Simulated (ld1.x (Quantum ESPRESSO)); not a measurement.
Au (Z = 79): variants of one TM potential

Base potential:

ld1.x (Quantum ESPRESSO) 7.5 input, shortened:

```
&input
   title='Au', zed=79., rel=1, dft='BP', iswitch=3,
   config='[Xe] 4f14 5d10 6s0 6p0'
 /
 &inputp
   pseudotype=2, tm=.true., lloc=-1, rcloc=1.20,
   nlcc=.true., new_core_ps=.true.
 /
3
6S  1  0   0.00   0.00  1.70  1.70  0.0
6P  2  1   0.00   0.00  2.95  2.95  0.0
5D  3  2  10.00   0.00  1.55  1.55  0.0
 &test
   configts(1)='5d10 6s0 6p0'
 /
```

Cutoffs, loose and tight: the cutoffs (Ry, on a coarse ladder) from which the occupation-weighted sum of valence levels, in a spherical-Bessel basis at the reference potential, stays within 10 and 1 mRy of its value at 400 Ry. They do not see the model core or the augmentation charge, which bear on the density cutoff. Test errors are all-electron minus pseudo excitation energies from the reference, over the configurations 5d10 6s1 6p0; 5d9 6s0 6p0; 5d8 6s0 6p0; 5d10 6s0 6p1; 5d9 6s2 6p0; 5d9 6s1 6p0; 5d10 6s0.5 6p0. A dash means not determined; rows that change the core or the reference have their own tests.

A true bound ghost makes a file unfit for plane-wave use even where its test errors are small: the radial tests pick states by their node count and pass the ghost by.

The default core radius of the base comes out at 1.02 bohr.

| change | outcome | cutoff, loose | cutoff, tight | bound ghosts | largest test error (meV) |
| --- | --- | --- | --- | --- | --- |
| base | generated | 45 Ry | 70 Ry | s, p | -189 |
| core correction Bessel-smoothed model core inside 1.84 bohr | generated | 45 Ry | 70 Ry | s, p | -184 |
| wave 6p (bound): rc 2.95 bohr becomes 6p (bound): rc 2.08 bohr | generated | 45 Ry | 70 Ry | s, p | -189 |
| functional PBEsol | generated | 45 Ry | 70 Ry | s, p | -193 |

Q: What comes out with this change to the base: local potential all-electron potential smoothed inside 1.95 bohr (lloc = -2)?

A: outcome: generated; cutoff, loose: 45 Ry; cutoff, tight: 70 Ry; bound ghosts: none; largest test error (meV): -246.

Q: What comes out with this change to the base: reference 5d10 6s0.5 6p0?

A: outcome: generated; cutoff, loose: 45 Ry; cutoff, tight: 80 Ry; bound ghosts: s, p; largest test error (meV): -542.

Q: What comes out with this change to the base: local potential all-electron potential smoothed inside 2.32 bohr (lloc = -1)?

A: outcome: generated; cutoff, loose: 45 Ry; cutoff, tight: 70 Ry; bound ghosts: s; largest test error (meV): -269.
